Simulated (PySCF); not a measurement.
Species: C₇H₁₄N₂.
Cartesian coordinates in Å at the GFN2-xTB level; atoms count from 1:
```xyz
23
C7H14N2 angstrom
C     -2.2855    1.7266   -1.1694
C     -1.7480    0.8801   -0.3122
C     -0.7021   -0.1307   -0.6636
C     -1.2140   -1.5815   -0.5196
C     -0.2071   -2.2371    0.4332
N      0.9664   -1.3874    0.3245
N      0.4096   -0.0321    0.2869
C      1.4128    0.9300   -0.1278
C      2.4270    1.1899    0.9800
H     -1.9933    1.7449   -2.2070
H     -3.0431    2.4330   -0.8760
H     -2.0454    0.8748    0.7272
H     -0.3549    0.0359   -1.6967
H     -2.2223   -1.6074   -0.1094
H     -1.2212   -2.0751   -1.4891
H      0.0600   -3.2523    0.1339
H     -0.6199   -2.2644    1.4526
H      1.5387   -1.4485    1.1650
H      1.9324    0.5975   -1.0417
H      0.8757    1.8561   -0.3515
H      3.0561    0.3180    1.1411
H      3.0640    2.0273    0.7070
H      1.9094    1.4294    1.9056
```

NICS = −σ at a ghost point: NICS(0) at the centroid of the ring atoms, NICS(1) 1 Å to either side along the normal of their mean plane, zz for the tensor component along that normal. Level: GIAO PBE0/pcSseg-1 (PySCF, non-relativistic, gas phase) on the GFN2-xTB geometry, one conformer.

Ring bond lengths (Å), with Mayer bond orders in brackets: C3–C4 1.545 (1.01), C4–C5 1.533 (1.03), C5–N6 1.453 (0.96), N6–N7 1.466 (0.94), N7–C3 1.466 (0.88).

Question: What do the NICS probes read (ppm)?

Answer: 
```
          ring                                               type  NICS(0)  NICS(1), two faces  NICS(1)zz, two faces  rms pucker (Å)  centre to ring atoms, mean (Å)
C3–C4–C5–N6–N7  5-membered ring with 2 N; formal bonds all single     -9.2         -4.5 / -3.7           -4.8 / -4.5            0.19                            1.25
```

Question: What do they say, and how far can they be read as aromaticity?

Answer: 
- C3–C4–C5–N6–N7: mean NICS(1)zz -4.7 ppm, shielded. C3, C4, C5 have four or more neighbours, and the NICS criterion for π rings isn't applied. NICS(0) lies 5 ppm below the mean NICS(1).

Question: What are the shieldings of the ring atoms and their hydrogens in the same run (means over atoms taken as equivalent)?

Answer: 
| atoms | environment | σ isotropic (ppm) |
| --- | --- | --- |
| C3 | sp3 carbon bound to nitrogen | 116.3 |
| C4 | ring CH2 carbon | 149.7 |
| C5 | sp3 carbon bound to nitrogen | 139.4 |
| N6 | hydrazine nitrogen | 138.3 |
| N7 | hydrazine nitrogen | 126.1 |
| H13 | methine hydrogen | 29.05 |
| H14 | methylene hydrogen | 30.05 |
| H15 | methylene hydrogen | 29.30 |
| H16 | methylene hydrogen | 28.49 |
| H17 | methylene hydrogen | 28.39 |
| H18 | N–H hydrogen | 28.66 |
